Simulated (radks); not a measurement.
Problem. The mean radii <r> (bohr) of the occupied orbitals of an atom or ion are listed with their occupations. Method: scalar-relativistic Kohn-Sham, SCAN, spin-polarised, spherical densities, finite nucleus; meta-GGA in the generalised Kohn-Sham scheme; Fermi nuclear charge, rms radius of each element as measured or else 0.836 A^(1/3) + 0.57 fm; computed with a radial shooting solver on a logarithmic mesh with Libxc functionals.

| orbital | occ. | <r> |
|---|---|---|
| 1s up | 1 | 0.01632 |
| 1s down | 1 | 0.01632 |
| 2s up | 1 | 0.06872 |
| 2s down | 1 | 0.06872 |
| 2p up | 3 | 0.06234 |
| 2p down | 3 | 0.06234 |
| 3s up | 1 | 0.1774 |
| 3s down | 1 | 0.1774 |
| 3p up | 3 | 0.1792 |
| 3p down | 3 | 0.1792 |
| 3d up | 5 | 0.1625 |
| 3d down | 5 | 0.1625 |
| 4s up | 1 | 0.3914 |
| 4s down | 1 | 0.3914 |
| 4p up | 3 | 0.4169 |
| 4p down | 3 | 0.4170 |
| 4d up | 5 | 0.4391 |
| 4d down | 5 | 0.4390 |
| 4f up | 7 | 0.4646 |
| 4f down | 7 | 0.4643 |
| 5p up | 3 | 0.9772 |
| 5p down | 3 | 0.9756 |
| 5d up | 5 | 1.228 |
| 5d down | 4 | 1.235 |
| 6s down | 1 | 1.956 |
| 6s up | 1 | 1.966 |

Name the element and its charge. Open shells, if any, are filled with parallel spins first.

Solution. Z = 81, thallium, charge +4: Tl4+ in [Kr] 4d10 4f14 5p6 5d9 6s2. The 1s radius gives Z: for a bare nucleus <r> = (2 gamma + 1)/(2Z) with gamma = sqrt(1 - (Z/c)^2), 0.01613 bohr for Z = 81, and screening makes it slightly larger (0.01632 here). The occupations add up to 77, and the charge is Z minus that.
